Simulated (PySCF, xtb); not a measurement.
C2H9BN2, SMILES CN(C)BN.

GFN2-xTB (xtb) at its own geometry gives an orbital gap of 6.05 eV and a dipole moment of 1.40 D.

Geometry: r2SCAN-D4/def2-SVP. The structure was generated by enumeration, and PubChem lists no compound with its InChIKey, so it may never have been made. Other conformers were not sampled.

**Question.** What does PBE/def2-TZVP (PySCF) give? (The exact figures need the calculation; the answer reports its results.)

**Answer.** gap 5.17 eV (levels -4.95 and 0.22 eV), dipole 1.27 D.
